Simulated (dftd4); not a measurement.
hexafluorodisiloxane (F₆OSi₂), singlet, at a GFN2-xTB geometry; D4 for wb97x (dftd4).

Here is a job for dftd4.
```
$ dftd4 mol.xyz --func wb97x --charge 0 --json dftd4.json --noedisp --property

# file mol.xyz
9

F      2.21885290     0.19334445    -1.14768293
Si     1.49242503     0.32186169     0.23964350
F      2.33834457    -0.41456129     1.33748724
F      1.39842636     1.84874384     0.60070824
O      0.05739792    -0.36176336     0.18858272
Si    -1.48267425    -0.38331814    -0.20760702
F     -1.71986274     0.17718168    -1.65679789
F     -2.32640504     0.48452724     0.79431689
F     -1.97554429    -1.87206957    -0.14549515
```

Output, abridged:

```
                    ____  _____ _____     ____  _  _
      -------------|  _ \|  ___|_   _|---|  _ \| || |------------
     |             | | | | |_    | | ___ | | | | || |_           |
     |             | |_| |  _|   | ||___|| |_| |__   _|          |
     |             |____/|_|     |_|     |____/   |_|            |
     |             ===================================           |
     |            E. Caldeweyher, S. Ehlert & S. Grimme          |
     |          Mulliken Center for Theoretical Chemistry        |
     |                    University of Bonn                     |
      -----------------------------------------------------------

Rational (Becke-Johnson) damping: wb97x-D4-ATM
---------------------
  s6         1.0000
  s8         0.5093
  s9         1.0000
  a1         0.0662
  a2         5.4487
 alp        16.0000
--------------------

Atomic data, radii in Ångström:
------------------------------------------------------
   Z          R(cov)      r4/r2   hardness         EN
------------------------------------------------------
   9 F        0.8533     1.2638     0.6693     3.9800
  14 Si       1.3867     2.5839     0.3054     1.9000
   8 O        0.8400     1.3725     0.5869     3.4400
------------------------------------------------------

Atomic reference systems (in atomic units):
----------------------------------------------------------------------------
   Z        #      CN     q+Z       C6(AA)   #      CN     q+Z       C6(AA)
----------------------------------------------------------------------------
   9 F      1  0.0000  9.0000       9.7374   2  0.7408  8.7523      11.7796
  14 Si     1  0.0000 14.0000     321.4498   2  0.8915 14.0165     270.4983
            3  1.8234 13.9936     236.2774   4  2.8003 13.9692     228.3542
            5  3.6668 13.9341     158.2713
   8 O      1  0.0000  8.0000      15.5711   2  0.8042  7.6453      20.8489
            3  1.6112  7.4012      24.8631   4  0.9798  8.0000      14.9880
----------------------------------------------------------------------------

Atomic properties (in atomic units):
----------------------------------------------------------------------------
     #    Z              CN          q      C6(AA)        C8(AA)   alpha(0)
----------------------------------------------------------------------------
     1    9 F        0.7054    -0.1350     10.6453      182.1543     3.7595
     2   14 Si       2.9972     0.5444    191.7494    13715.1923    29.4465
     3    9 F        0.7054    -0.1316     10.6123      181.5900     3.7537
     4    9 F        0.7054    -0.1371     10.6651      182.4935     3.7630
     5    8 O        1.5408    -0.2813     18.6281      375.9257     5.8331
     6   14 Si       2.9972     0.5444    191.7494    13715.1923    29.4465
     7    9 F        0.7054    -0.1371     10.6651      182.4935     3.7630
     8    9 F        0.7054    -0.1350     10.6453      182.1543     3.7595
     9    9 F        0.7054    -0.1316     10.6123      181.5900     3.7537
----------------------------------------------------------------------------

Molecular properties (in atomic units):
----------------------------------------
 molecular C6                2488.0028
 molecular C8              105856.4680
----------------------------------------

Dispersion energy:      -2.3300081116336E-02 Eh

[Info] JSON dump of results written to 'dftd4.json'
```
